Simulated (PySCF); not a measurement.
Vertical excitations of a molecule C₅H₈O from TDDFT-PBE/def2-SVPD run with PySCF 2.14.0, as energy in eV (oscillator strength): 5.42 (0.007), 6.10 (0.004), 6.20 (0.008), 6.67 (0.150), 6.79 (0.039), 6.89 (0.000), 7.00 (0.041), 7.10 (0.009), 7.13 (0.013), 7.19 (0.002). Lowest triplet (TDA): 4.30 eV. The structure is a stationary point at B3LYP-D3(BJ)/def2-SVP. The values are those of a single conformer.

Identify the compound among the candidates.
A. C=C=CCOC
B. C[C@H]1CC=CO1
C. CC(=O)C1CC1
D. OC1CC=CC1

D, OC1CC=CC1
